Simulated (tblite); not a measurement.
A geometry optimisation, step by step.

C2H10GaNSi2.
Bonds: Si1–C2, C2–N3 (triple), N3–Ga4, Ga4–C5, C5–Si6. Hydrogens: H7, H8, H9 on Si1; H10, H11 on Ga4; H12, H13 on C5; H14, H15, H16 on Si6.
Bond orders are those of one Lewis drawing.

Computed with GFN2-xTB (tblite), gas phase: L-BFGS steps from a force-field or distance-geometry start until the largest atomic force falls under 0.01 eV/Å. 9 of its 39 geometries are shown.

Step 0: E = -459.4232 eV, largest atomic force 2.035 eV/Å
```
atom  x, y, z in Å  |  force x, y, z in eV/Å
Si1     3.458    0.858   -0.636    1.554   1.041   0.127
C2      1.863   -0.024   -0.675   -0.223  -0.188   0.011
N3      0.868   -0.598   -0.680   -0.374  -0.293  -0.159
Ga4    -0.778   -1.487   -0.714   -1.591  -1.237  -0.282
C5     -1.913   -0.840    0.811    0.089  -0.271   0.288
Si6    -2.147    1.008    0.653   -0.068   0.344   0.107
H7      3.259    2.177   -0.006   -0.149  -0.271  -0.069
H8      3.940    1.049   -2.007   -0.184  -0.119   0.014
H9      4.438    0.080    0.134   -0.270  -0.065  -0.052
H10    -0.527   -3.076   -0.532    0.377   0.663  -0.200
H11    -1.531   -1.211   -2.102    0.684   0.075   0.295
H12    -1.419   -1.076    1.769   -0.328  -0.033  -0.077
H13    -2.907   -1.337    0.775    0.549   0.080   0.102
H14    -2.978    1.485    1.761   -0.022   0.098   0.049
H15    -0.834    1.681    0.714    0.009   0.062   0.005
H16    -2.798    1.321   -0.613   -0.055   0.113  -0.159
```

Step 5: E = -459.7256 eV, largest atomic force 0.415 eV/Å
```
atom  x, y, z in Å  |  force x, y, z in eV/Å
Si1     3.520    0.900   -0.634   -0.247  -0.099   0.015
C2      1.860   -0.035   -0.673   -0.064  -0.075  -0.014
N3      0.862   -0.614   -0.705    0.143   0.027  -0.089
Ga4    -0.924   -1.589   -0.724    0.153   0.142   0.073
C5     -1.898   -0.835    0.823   -0.136  -0.029   0.203
Si6    -2.153    1.025    0.656   -0.020   0.053   0.025
H7      3.237    2.183    0.004   -0.041  -0.055  -0.007
H8      3.927    1.039   -2.029   -0.051  -0.032   0.003
H9      4.426    0.058    0.143   -0.066  -0.017  -0.007
H10    -0.469   -3.032   -0.561    0.306  -0.257  -0.111
H11    -1.455   -1.198   -2.096    0.137   0.082  -0.295
H12    -1.446   -1.086    1.787   -0.017   0.021   0.058
H13    -2.876   -1.337    0.797   -0.067   0.065   0.141
H14    -2.983    1.502    1.770    0.007   0.067  -0.023
H15    -0.836    1.692    0.715   -0.047   0.050   0.002
H16    -2.801    1.336   -0.624    0.010   0.056   0.027
```

Step 10: E = -459.7908 eV, largest atomic force 0.245 eV/Å
```
atom  x, y, z in Å  |  force x, y, z in eV/Å
Si1     3.491    0.889   -0.633   -0.017  -0.049  -0.018
C2      1.857   -0.053   -0.678   -0.161  -0.092  -0.066
N3      0.865   -0.635   -0.745    0.043   0.028   0.049
Ga4    -0.934   -1.605   -0.718    0.130  -0.043  -0.073
C5     -1.921   -0.831    0.866    0.046  -0.088  -0.149
Si6    -2.160    1.037    0.665    0.017  -0.064   0.006
H7      3.209    2.168    0.008   -0.048  -0.004   0.008
H8      3.899    1.022   -2.029   -0.036  -0.008   0.008
H9      4.394    0.045    0.142   -0.015  -0.017   0.015
H10    -0.347   -3.067   -0.616   -0.010   0.233  -0.073
H11    -1.364   -1.172   -2.168    0.132  -0.063   0.196
H12    -1.458   -1.083    1.827    0.015   0.065  -0.048
H13    -2.903   -1.321    0.860   -0.084   0.041   0.084
H14    -2.987    1.537    1.770   -0.016   0.053   0.002
H15    -0.850    1.715    0.717   -0.002   0.013   0.013
H16    -2.799    1.361   -0.618    0.007  -0.006   0.047
```

Step 14: E = -459.8103 eV, largest atomic force 0.179 eV/Å
```
atom  x, y, z in Å  |  force x, y, z in eV/Å
Si1     3.478    0.879   -0.634   -0.054  -0.025   0.000
C2      1.844   -0.065   -0.692    0.030   0.017  -0.014
N3      0.853   -0.648   -0.746   -0.055  -0.009   0.063
Ga4    -0.910   -1.609   -0.724   -0.058   0.103   0.135
C5     -1.925   -0.847    0.854   -0.040   0.066   0.019
Si6    -2.158    1.030    0.670    0.007   0.021  -0.012
H7      3.191    2.158    0.008   -0.048  -0.025   0.000
H8      3.884    1.015   -2.028   -0.009  -0.003  -0.033
H9      4.379    0.038    0.144   -0.011  -0.027   0.017
H10    -0.311   -3.036   -0.646    0.062  -0.014  -0.008
H11    -1.312   -1.176   -2.154    0.026   0.014  -0.009
H12    -1.457   -1.070    1.823    0.050  -0.012  -0.104
H13    -2.923   -1.307    0.892    0.067  -0.016  -0.041
H14    -2.989    1.556    1.767    0.040  -0.042  -0.036
H15    -0.855    1.723    0.721    0.002  -0.033   0.019
H16    -2.797    1.367   -0.607   -0.009  -0.014   0.002
```

Step 19: E = -459.8179 eV, largest atomic force 0.102 eV/Å
```
atom  x, y, z in Å  |  force x, y, z in eV/Å
Si1     3.468    0.870   -0.638   -0.049  -0.033  -0.015
C2      1.835   -0.072   -0.700   -0.007  -0.008   0.025
N3      0.839   -0.649   -0.725    0.027   0.057   0.050
Ga4    -0.910   -1.596   -0.705    0.030  -0.045  -0.086
C5     -1.932   -0.836    0.852    0.029  -0.041  -0.003
Si6    -2.156    1.035    0.667   -0.006   0.018  -0.013
H7      3.169    2.144    0.007   -0.037  -0.012   0.002
H8      3.873    1.011   -2.031    0.005  -0.002  -0.020
H9      4.366    0.030    0.147   -0.014  -0.016   0.001
H10    -0.283   -3.018   -0.657    0.006   0.026   0.044
H11    -1.284   -1.173   -2.146   -0.004   0.033  -0.017
H12    -1.439   -1.068    1.802    0.022   0.004   0.036
H13    -2.920   -1.309    0.894   -0.005  -0.006   0.000
H14    -2.982    1.554    1.762   -0.026   0.010   0.046
H15    -0.852    1.718    0.727    0.045  -0.001  -0.001
H16    -2.800    1.366   -0.606   -0.016   0.015  -0.049
```

Step 24: E = -459.8217 eV, largest atomic force 0.076 eV/Å
```
atom  x, y, z in Å  |  force x, y, z in eV/Å
Si1     3.458    0.861   -0.644    0.069   0.031  -0.004
C2      1.831   -0.076   -0.696   -0.026  -0.010   0.022
N3      0.828   -0.638   -0.698   -0.040  -0.001   0.009
Ga4    -0.905   -1.595   -0.713   -0.007   0.011  -0.002
C5     -1.927   -0.837    0.848    0.009   0.022  -0.019
Si6    -2.157    1.040    0.662    0.007  -0.026   0.003
H7      3.144    2.130    0.006   -0.013  -0.009  -0.009
H8      3.868    1.007   -2.037   -0.006  -0.008   0.020
H9      4.353    0.021    0.147   -0.012   0.002  -0.019
H10    -0.263   -3.005   -0.649    0.002  -0.006   0.016
H11    -1.269   -1.159   -2.151    0.001   0.013  -0.020
H12    -1.425   -1.065    1.796   -0.015   0.011  -0.011
H13    -2.915   -1.311    0.896    0.016   0.002   0.018
H14    -2.982    1.553    1.768    0.026  -0.014  -0.039
H15    -0.841    1.712    0.730   -0.046  -0.018  -0.016
H16    -2.804    1.370   -0.615    0.035   0.001   0.050
```

Step 28: E = -459.8228 eV, largest atomic force 0.024 eV/Å
```
atom  x, y, z in Å  |  force x, y, z in eV/Å
Si1     3.458    0.861   -0.645   -0.021  -0.008   0.008
C2      1.828   -0.077   -0.691    0.005   0.012   0.012
N3      0.820   -0.632   -0.688    0.004   0.013  -0.001
Ga4    -0.905   -1.593   -0.717   -0.009  -0.003  -0.001
C5     -1.924   -0.837    0.844   -0.012  -0.012   0.009
Si6    -2.156    1.036    0.662    0.006  -0.003   0.000
H7      3.134    2.126    0.005    0.000   0.008  -0.004
H8      3.866    1.005   -2.038    0.000  -0.004   0.001
H9      4.349    0.017    0.145    0.012  -0.004  -0.005
H10    -0.258   -3.002   -0.643   -0.008   0.005  -0.001
H11    -1.266   -1.153   -2.156    0.008  -0.003  -0.002
H12    -1.423   -1.062    1.793    0.016   0.000  -0.003
H13    -2.911   -1.311    0.899   -0.012  -0.009   0.002
H14    -2.979    1.551    1.765    0.000  -0.005  -0.002
H15    -0.843    1.708    0.728    0.007   0.007  -0.009
H16    -2.800    1.372   -0.612    0.005   0.008  -0.003
```

Step 33: E = -459.8231 eV, largest atomic force 0.019 eV/Å
```
atom  x, y, z in Å  |  force x, y, z in eV/Å
Si1     3.456    0.859   -0.643    0.017   0.007   0.000
C2      1.826   -0.075   -0.684   -0.013  -0.002   0.001
N3      0.816   -0.626   -0.684   -0.011  -0.002   0.004
Ga4    -0.908   -1.592   -0.719    0.006   0.003  -0.002
C5     -1.926   -0.840    0.845    0.002   0.009  -0.006
Si6    -2.153    1.034    0.661   -0.004   0.009  -0.006
H7      3.131    2.127    0.003    0.008   0.004   0.001
H8      3.864    1.002   -2.037   -0.007  -0.004   0.003
H9      4.351    0.015    0.142    0.002   0.005  -0.001
H10    -0.258   -2.999   -0.642   -0.003  -0.002  -0.004
H11    -1.260   -1.152   -2.159    0.001  -0.003  -0.002
H12    -1.417   -1.062    1.790   -0.007  -0.014  -0.004
H13    -2.913   -1.315    0.903    0.004   0.000   0.019
H14    -2.978    1.548    1.763    0.001  -0.001   0.005
H15    -0.842    1.709    0.723    0.003  -0.007  -0.001
H16    -2.796    1.376   -0.612    0.001  -0.001  -0.007
```

Step 38: E = -459.8233 eV, largest atomic force 0.009 eV/Å
```
atom  x, y, z in Å  |  force x, y, z in eV/Å
Si1     3.456    0.860   -0.642   -0.008  -0.002  -0.001
C2      1.823   -0.073   -0.680    0.005   0.004   0.002
N3      0.813   -0.623   -0.681    0.005   0.003   0.005
Ga4    -0.909   -1.591   -0.720   -0.007  -0.001   0.001
C5     -1.927   -0.840    0.844    0.001  -0.005   0.001
Si6    -2.153    1.034    0.659   -0.001  -0.009   0.002
H7      3.132    2.129    0.002    0.009  -0.002   0.002
H8      3.862    1.000   -2.036   -0.007  -0.002  -0.003
H9      4.353    0.016    0.140   -0.003   0.005   0.004
H10    -0.260   -2.999   -0.642    0.001  -0.002  -0.003
H11    -1.258   -1.152   -2.162   -0.001   0.000  -0.003
H12    -1.415   -1.065    1.788    0.006   0.007  -0.002
H13    -2.913   -1.316    0.910   -0.002   0.008  -0.004
H14    -2.977    1.546    1.764    0.002   0.004  -0.001
H15    -0.840    1.707    0.721    0.000  -0.006   0.001
H16    -2.794    1.377   -0.615   -0.001  -0.003  -0.001
```

Question: Summarise the path.

Answer: The energy falls by 9.23 kcal/mol from step 0 to step 38; nine tenths of that is first reached at step 10. It falls at every step. The largest force goes from 2.035 to 0.009 eV/Å. Among the bonds N3–Ga4 changes most, from 1.871 to 1.975 Å; the atoms move by 0.131 Å rms after alignment.

Question: Follow the three bonds and two angles with the largest change from start to end.

Answer: 
| step | E above end (kcal/mol) | largest force (eV/Å) | N3–Ga4 (Å) | Ga4–H10 (Å) | Si1–C2 (Å) | N3–Ga4–H11 (°) | N3–Ga4–H10 (°) |
| --- | --- | --- | --- | --- | --- | --- | --- |
| 0 | 9.23 | 2.035 | 1.871 | 1.619 | 1.823 | 110.3 | 109.2 |
| 2 | 3.54 | 0.589 | 1.956 | 1.547 | 1.901 | 105.8 | 105.2 |
| 3 | 2.99 | 0.840 | 1.990 | 1.530 | 1.915 | 104.0 | 103.7 |
| 5 | 2.25 | 0.415 | 2.035 | 1.522 | 1.906 | 101.1 | 101.0 |
| 7 | 1.60 | 0.694 | 2.047 | 1.549 | 1.885 | 99.4 | 99.5 |
| 8 | 1.23 | 0.523 | 2.052 | 1.566 | 1.878 | 97.7 | 98.1 |
| 10 | 0.75 | 0.245 | 2.043 | 1.579 | 1.887 | 95.6 | 96.5 |
| 12 | 0.48 | 0.288 | 2.024 | 1.562 | 1.896 | 95.2 | 96.2 |
| 13 | 0.37 | 0.217 | 2.015 | 1.552 | 1.894 | 95.0 | 96.1 |
| 15 | 0.26 | 0.108 | 2.006 | 1.551 | 1.884 | 94.6 | 95.6 |
| 17 | 0.18 | 0.097 | 1.998 | 1.556 | 1.882 | 94.3 | 95.0 |
| 18 | 0.15 | 0.116 | 1.993 | 1.556 | 1.884 | 94.2 | 94.8 |
| 20 | 0.10 | 0.096 | 1.987 | 1.552 | 1.887 | 94.2 | 94.6 |
| 21 | 0.08 | 0.081 | 1.985 | 1.550 | 1.885 | 94.2 | 94.5 |
| 23 | 0.05 | 0.052 | 1.982 | 1.550 | 1.879 | 94.3 | 94.4 |
| 25 | 0.03 | 0.070 | 1.977 | 1.553 | 1.878 | 94.5 | 94.4 |
| 26 | 0.02 | 0.034 | 1.975 | 1.553 | 1.880 | 94.6 | 94.4 |
| 28 | 0.01 | 0.024 | 1.974 | 1.552 | 1.881 | 94.6 | 94.4 |
| 30 | 0.01 | 0.027 | 1.976 | 1.551 | 1.880 | 94.5 | 94.4 |
| 31 | 0.01 | 0.026 | 1.977 | 1.551 | 1.880 | 94.4 | 94.4 |
| 33 | 0.00 | 0.019 | 1.977 | 1.552 | 1.879 | 94.4 | 94.4 |
| 35 | 0.00 | 0.018 | 1.976 | 1.553 | 1.881 | 94.4 | 94.5 |
| 36 | 0.00 | 0.018 | 1.975 | 1.552 | 1.881 | 94.4 | 94.5 |
| 38 | 0.00 | 0.009 | 1.975 | 1.552 | 1.881 | 94.4 | 94.5 |

The cost below is that of the whole relaxation. On an Arm Neoverse N1 with one thread, shared host, this took 0.49 s of wall time.
